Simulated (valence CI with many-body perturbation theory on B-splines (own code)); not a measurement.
# Nd³⁹⁺: M1 decay

Computed by configuration interaction combined with many-body perturbation theory (CI+MBPT): three valence electrons over a frozen Dirac-Fock core [Ar], radial functions for each j: 7 s, 7 p, 8 d, 6 f, 4 g, 1 h, with the one-electron correlation potential Σ1 (screened to all orders), the two-electron term Σ2, the three-electron term Σ3, Breit, model QED; selected single and double excitations, second order for the rest, scaled by the run's own slope (own B-spline code, finite nucleus).

No measured spectrum was set against this ion. As an estimate, large intervals hold to a few tenths of a per cent, small ones and those within an open d or f shell to about a per cent. Only levels of the ground parity were solved; by the run's estimate the other parity begins above the list, which can be wrong where configurations are misplaced.

Lines 1 to 50 of 63 in falling wavelength, among levels below 828660 cm⁻¹, chosen from the decays that carry over 1 % of a level's rate. Wavelengths and rates use the calculated energies. S is in atomic units (e²a₀⁴ for E2 and M2, e²a₀⁶ for E3), for M1 in squared Bohr magnetons. Weak lines are less certain than strong ones. Lines between different terms over intervals too small for the method are left out, as are lines whose strength nearly cancels. The highest levels of a list are the least certain.

Levels are named by their leading jj configuration (3d3/2^4 stands for four electrons in 3d with j = 3/2), which in mixed levels can hold well under half, so a name can repeat and another be missing. Letters in brackets count levels of one name in rising energy.

| λ vac (nm) | Upper | Lower | Type | A (s⁻¹) | S (a.u.) |
| --- | --- | --- | --- | --- | --- |
| 1092 | (3d3/2^2 3d5/2) J=9/2 | (3d3/2^2 3d5/2) J=7/2 | M1 | 7.00e+00 | 3.38e+00 |
| 337.7 | (3d3/2^2 3d5/2) J=1/2 | (3d3/2^2 3d5/2) J=3/2 | M1 | 5.97e+02 | 1.70e+00 |
| 177.2 | (3d3/2^2 3d5/2) J=7/2 | (3d3/2^2 3d5/2) J=5/2 [a] | M1 | 3.31e+03 | 5.47e+00 |
| 160.6 | (3d3/2 3d5/2^2) J=11/2 | (3d3/2 3d5/2^2) J=9/2 | M1 | 1.33e+03 | 2.44e+00 |
| 135.7 | (3d3/2 3d5/2^2) J=5/2 [b] | (3d3/2 3d5/2^2) J=3/2 [a] | M1 | 2.74e+03 | 1.52e+00 |
| 101.8 | (3d3/2 3d5/2^2) J=5/2 [a] | (3d3/2 3d5/2^2) J=7/2 [a] | M1 | 3.30e+03 | 7.73e-01 |
| 86.64 | (3d5/2^3) J=3/2 | (3d3/2 3d5/2^2) J=3/2 [b] | M1 | 6.92e+03 | 6.67e-01 |
| 74.49 | (3d3/2 3d5/2^2) J=5/2 [a] | (3d3/2^2 3d5/2) J=5/2 [b] | M1 | 1.33e+04 | 1.23e+00 |
| 73.84 | (3d3/2^2 3d5/2) J=5/2 [b] | (3d3/2^2 3d5/2) J=7/2 | M1 | 2.59e+03 | 2.32e-01 |
| 69.28 | (3d3/2 3d5/2^2) J=7/2 [b] | (3d3/2 3d5/2^2) J=7/2 [a] | M1 | 6.14e+03 | 6.06e-01 |
| 68.04 | (3d3/2^2 3d5/2) J=5/2 [b] | (3d3/2^2 3d5/2) J=3/2 | M1 | 1.88e+04 | 1.32e+00 |
| 62.54 | (3d5/2^3) J=9/2 | (3d3/2 3d5/2^2) J=11/2 | M1 | 1.05e+04 | 9.51e-01 |
| 61.40 | (3d3/2 3d5/2^2) J=3/2 [b] | (3d3/2 3d5/2^2) J=1/2 | M1 | 2.23e+04 | 7.65e-01 |
| 61.02 | (3d3/2 3d5/2^2) J=5/2 [b] | (3d3/2^2 3d5/2) J=5/2 [b] | M1 | 5.20e+04 | 2.63e+00 |
| 59.79 | (3d5/2^3) J=5/2 | (3d3/2 3d5/2^2) J=3/2 [b] | M1 | 1.37e+04 | 6.53e-01 |
| 59.58 | (3d3/2^2 3d5/2) J=5/2 [a] | (3d3/2^3) J=3/2 | M1 | 1.31e+05 | 6.16e+00 |
| 58.34 | (3d3/2 3d5/2^2) J=7/2 [a] | (3d3/2^2 3d5/2) J=7/2 | M1 | 5.31e+04 | 3.13e+00 |
| 55.66 | (3d3/2 3d5/2^2) J=3/2 [b] | (3d3/2 3d5/2^2) J=3/2 [a] | M1 | 3.67e+04 | 9.38e-01 |
| 55.46 | (3d3/2 3d5/2^2) J=7/2 [b] | (3d3/2^2 3d5/2) J=5/2 [b] | M1 | 7.30e+03 | 3.70e-01 |
| 54.22 | (3d3/2 3d5/2^2) J=9/2 | (3d3/2^2 3d5/2) J=9/2 | M1 | 9.82e+04 | 5.80e+00 |
| 52.12 | (3d3/2^2 3d5/2) J=5/2 [b] | (3d3/2^2 3d5/2) J=5/2 [a] | M1 | 4.49e+03 | 1.41e-01 |
| 51.66 | (3d3/2 3d5/2^2) J=9/2 | (3d3/2^2 3d5/2) J=7/2 | M1 | 6.20e+04 | 3.17e+00 |
| 48.18 | (3d3/2 3d5/2^2) J=3/2 [a] | (3d3/2^2 3d5/2) J=1/2 | M1 | 3.79e+04 | 6.29e-01 |
| 47.01 | (3d3/2^2 3d5/2) J=3/2 | (3d3/2^3) J=3/2 | M1 | 1.17e+05 | 1.80e+00 |
| 45.02 | (3d5/2^3) J=9/2 | (3d3/2 3d5/2^2) J=9/2 | M1 | 1.48e+05 | 4.99e+00 |
| 44.58 | (3d3/2 3d5/2^2) J=1/2 | (3d3/2^2 3d5/2) J=1/2 | M1 | 2.16e+05 | 1.42e+00 |
| 43.89 | (3d3/2 3d5/2^2) J=7/2 [a] | (3d3/2^2 3d5/2) J=5/2 [a] | M1 | 2.25e+05 | 5.64e+00 |
| 42.17 | (3d3/2 3d5/2^2) J=3/2 [a] | (3d3/2^2 3d5/2) J=3/2 | M1 | 2.23e+05 | 2.48e+00 |
| 41.26 | (3d3/2^2 3d5/2) J=1/2 | (3d3/2^3) J=3/2 | M1 | 4.27e+04 | 2.23e-01 |
| 40.93 | (3d5/2^3) J=9/2 | (3d3/2 3d5/2^2) J=7/2 [a] | M1 | 1.99e+05 | 5.06e+00 |
| 40.54 | (3d3/2 3d5/2^2) J=11/2 | (3d3/2^2 3d5/2) J=9/2 | M1 | 6.96e+04 | 2.06e+00 |
| 39.84 | (3d5/2^3) J=3/2 | (3d3/2 3d5/2^2) J=5/2 [a] | M1 | 1.52e+05 | 1.42e+00 |
| 39.38 | (3d3/2 3d5/2^2) J=1/2 | (3d3/2^2 3d5/2) J=3/2 | M1 | 1.06e+04 | 4.81e-02 |
| 38.94 | (3d5/2^3) J=5/2 | (3d3/2 3d5/2^2) J=7/2 [b] | M1 | 5.94e+04 | 7.81e-01 |
| 37.08 | (3d3/2 3d5/2^2) J=5/2 [a] | (3d3/2^2 3d5/2) J=7/2 | M1 | 1.99e+04 | 2.26e-01 |
| 37.06 | (3d3/2 3d5/2^2) J=3/2 [b] | (3d3/2^2 3d5/2) J=5/2 [b] | M1 | 1.32e+05 | 9.94e-01 |
| 36.60 | (3d5/2^3) J=5/2 | (3d3/2 3d5/2^2) J=5/2 [b] | M1 | 1.28e+05 | 1.40e+00 |
| 35.93 | (3d5/2^3) J=3/2 | (3d3/2 3d5/2^2) J=1/2 | M1 | 7.17e+04 | 4.93e-01 |
| 35.56 | (3d3/2 3d5/2^2) J=5/2 [a] | (3d3/2^2 3d5/2) J=3/2 | M1 | 1.04e+05 | 1.04e+00 |
| 35.46 | (3d3/2 3d5/2^2) J=3/2 [a] | (3d3/2^2 3d5/2) J=5/2 [a] | M1 | 1.16e+05 | 7.66e-01 |
| 33.89 | (3d5/2^3) J=3/2 | (3d3/2 3d5/2^2) J=3/2 [a] | M1 | 1.20e+05 | 6.90e-01 |
| 33.41 | (3d3/2 3d5/2^2) J=5/2 [b] | (3d3/2^2 3d5/2) J=7/2 | M1 | 6.08e+04 | 5.04e-01 |
| 33.02 | (3d5/2^3) J=5/2 | (3d3/2 3d5/2^2) J=5/2 [a] | M1 | 8.62e+04 | 6.90e-01 |
| 32.62 | (3d3/2 3d5/2^2) J=7/2 [b] | (3d3/2^2 3d5/2) J=9/2 | M1 | 4.14e+04 | 4.26e-01 |
| 32.17 | (3d3/2 3d5/2^2) J=5/2 [b] | (3d3/2^2 3d5/2) J=3/2 | M1 | 4.44e+03 | 3.29e-02 |
| 31.67 | (3d3/2 3d5/2^2) J=7/2 [b] | (3d3/2^2 3d5/2) J=7/2 | M1 | 3.46e+04 | 3.26e-01 |
| 30.67 | (3d3/2 3d5/2^2) J=5/2 [a] | (3d3/2^2 3d5/2) J=5/2 [a] | M1 | 1.94e+04 | 1.24e-01 |
| 28.83 | (3d5/2^3) J=5/2 | (3d3/2 3d5/2^2) J=3/2 [a] | M1 | 1.66e+05 | 8.82e-01 |
| 28.11 | (3d3/2 3d5/2^2) J=5/2 [b] | (3d3/2^2 3d5/2) J=5/2 [a] | M1 | 4.66e+03 | 2.30e-02 |
| 27.80 | (3d3/2^2 3d5/2) J=5/2 [b] | (3d3/2^3) J=3/2 | M1 | 1.45e+04 | 6.91e-02 |
